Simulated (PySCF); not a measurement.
# Ruthenium: a sound run and one with changed settings

Sound run: Ru [Kr] 4d7 5s1, Ru⁺ [Kr] 4d7. Computed with PySCF 2.14 in cc-pVTZ-PP with ECP28MDF, with a scalar-relativistic core potential. In the sound run the correlated levels freeze 4s2 4p6 outside the core potential. The sound run starts from symmetry-adapted Hartree-Fock orbitals and uses a fine grid where one is needed.

Changed run: all electrons correlated in a basis built for the valence shell.

```tsv
species	method	sound run (hartree)	changed run (hartree)	converged
Ru	MP2	-94.00205	-94.31615	yes
Ru⁺	MP2	-93.74113	-94.04605	yes
```

Ionisation energy of Ru:

```tsv
method	sound run (eV)	changed run (eV)
UHF	6.291	6.291
MP2	7.100	7.350
SCS-MP2	6.843	7.064
```

A valence basis has no tight correlating functions, so it recovers only part of the core correlation, and not evenly between atom and ion.

For comparison, NIST gives 7.361 eV between the lowest levels.
